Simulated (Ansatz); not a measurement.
`F[SiH]([SiH3])C[SiH3]` + `OC=S` → `F[SiH]([SiH3])OC=S` + `C[SiH3]`  (ligand exchange at the Si–C bond)

Program: Ansatz. Geometries: PBE0-D4/def2-TZVP. ΔE: electronic, gas phase. CCSD(T)/CBS is the MP2 limit (def2-TZVPP, def2-QZVPP) plus CCSD(T) − MP2 in def2-TZVPP, frozen cores. This one scheme is used for every species. Functionals use def2-TZVPP. B3LYP here is the variant with VWN-RPA as its local correlation; programs differ in this. Each species was taken in one conformer, which may not be the lowest.

```csv
level,ΔE (eV)
PBE-D4,-0.73
PBE0-D4,-0.76
ωB97M-V,-0.83
r2SCAN,-0.84
B3LYP,-0.93
CCSD/def2-TZVPP,-0.89
SCS-MP2/def2-QZVPP,-0.91
CCSD/CBS(def2),-0.87
```

(1) What does CCSD(T)/CBS give? (Best estimate.)

Largest T1 diagnostic among the species: 0.018.

Results:

(1) Ansatz gave: -0.85 eV. The listed levels differ from it by 0.12, 0.09, 0.02, 0.01, -0.08, -0.04, -0.06, -0.02 eV.

In def2-TZVPP, CCSD(T) changes the Hartree–Fock value by +0.17 eV (the triples alone add +0.02 eV) and MP2 by +0.16 eV. The D4 term adds +0.04 eV with B3LYP and +0.02 eV with PBE0; it sums over pairs of atoms, weighted by their polarisabilities, and B3LYP, whose exchange is more repulsive, gets the larger term.
